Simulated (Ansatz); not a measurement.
Spin states of the cluster GeCl2⁻ (the lowest doublet isomer of a short search), each relaxed with PBE-D4/def2-TZVPD in Ansatz. Electronic energies in the gas phase.

B3LYP takes the VWN-RPA correlation. Correlated methods freeze 19 core orbitals; core or outer-core shells of Ge are correlated, in sets that lack core-valence functions. The structure comes from a short search, and lower isomers may exist.

Doublet geometry (C2v within 0.1 Å):

Cartesian coordinates in Å:
```
Ge -0.895 0.396 -0.254
Cl 0.373 0.648 1.709
Cl 0.522 -1.044 -1.456
```

Quartet geometry (D∞h within 0.1 Å):

```xyz
3

Ge    0.0006   -0.0025    0.0036
Cl   -1.8285    1.1025    1.0600
Cl    1.8279   -1.1000   -1.0636
```

⟨S²⟩: doublet 0.76 at PBE0-D4/def2-TZVPD (pure 0.75), quartet 3.76 at PBE0-D4/def2-TZVPD (pure 3.75).

Only these spin states were relaxed.

```csv
level,quartet − doublet (kJ/mol),lowest of these,remarks
HF/STO-3G,224.3,doublet,"HOMO above zero (doublet), HOMO above zero (quartet)"
PBE-D4/def2-TZVPD,268.5,doublet,"HOMO above zero (doublet), HOMO above zero (quartet)"
r2SCAN-D4/def2-TZVPD,252.2,doublet,"HOMO above zero (doublet), HOMO above zero (quartet)"
B97M-V/def2-TZVPD,279.0,doublet,"HOMO above zero (doublet), HOMO above zero (quartet)"
PBE0-D4/def2-TZVPD,264.5,doublet,HOMO above zero (doublet)
MP2/def2-TZVPPD,265.5,doublet,–
```

Estimate the rows for revPBE-D4/def2-TZVPD, B3LYP-D4/def2-TZVPD, CAM-B3LYP-D4/def2-TZVPD, RPA@PBE/def2-TZVPD, CCSD/def2-TZVPPD, CCSD(T)/def2-TZVPPD.


| level | quartet − doublet (kJ/mol) | lowest of these | remarks |
| --- | --- | --- | --- |
| revPBE-D4/def2-TZVPD | 264.5 | doublet | HOMO above zero (doublet), HOMO above zero (quartet) |
| B3LYP-D4/def2-TZVPD | 283.3 | doublet | HOMO above zero (doublet), HOMO above zero (quartet) |
| CAM-B3LYP-D4/def2-TZVPD | 285.2 | doublet | – |
| RPA@PBE/def2-TZVPD | 265.6 | doublet | – |
| CCSD/def2-TZVPPD | 262.2 | doublet | – |
| CCSD(T)/def2-TZVPPD | 265.0 | doublet | – |
